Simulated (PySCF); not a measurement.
SMILES O[SiH2][SiH2]O (H6O2Si2), singlet (CAM-B3LYP/def2-SVP optimised geometry):

```
10

O      2.094    -1.119     0.000
Si     0.422    -1.119     0.000
Si    -0.377     1.085     0.000
O     -2.039     0.992    -0.132
H      2.542    -0.737    -0.761
H     -0.131    -1.849    -1.181
H      0.015    -1.834     1.236
H      0.034     1.809     1.242
H      0.222     1.849    -1.141
H     -2.542     1.813    -0.110
```

Method: CAM-B3LYP/def2-TZVP (PySCF).

### Question
What are the frontier orbital energies and the dipole moment?

### Answer
HOMO-2 -10.59 eV, HOMO-1 -10.15 eV, HOMO -9.03 eV, LUMO 0.16 eV, LUMO+1 1.57 eV; dipole moment 2.10 D.

Meta-Löwdin charges at CAM-B3LYP/def2-TZVP: O1 -0.76, Si2 0.66, Si3 0.63, O4 -0.76, H5 0.35, H6 -0.12, H7 -0.10, H8 -0.12, H9 -0.13, H10 0.35.
